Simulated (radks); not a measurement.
Results of a calculation; reference values are marked as such.
Gd+, 63 electrons, occupied as [Kr] 4d10 4f7 5s2 5p5 5d1 6s1 6d1 (not the ground configuration). Code: a radial shooting solver on a logarithmic mesh with Libxc functionals. Model: Dirac Kohn-Sham, PBEsol, spin-unpolarised, spherical densities, finite nucleus; open shells are shared between the two j in proportion to 2j + 1; Fermi nuclear charge, rms radius 5.1569 fm.

X-ray form factor f0, the Fourier transform of the density (f0(0) = 63):

| sin(theta)/lambda (1/angstrom) | f0 (electrons) |
|---|---|
| 0.05 | 61.471 |
| 0.1 | 58.719 |
| 0.15 | 55.696 |
| 0.2 | 52.404 |
| 0.25 | 49.088 |
| 0.3 | 45.909 |
| 0.4 | 40.220 |
| 0.5 | 35.488 |
| 0.6 | 31.539 |
| 0.8 | 25.341 |
| 1 | 20.990 |
| 1.25 | 17.521 |
| 1.5 | 15.241 |
| 2 | 11.621 |
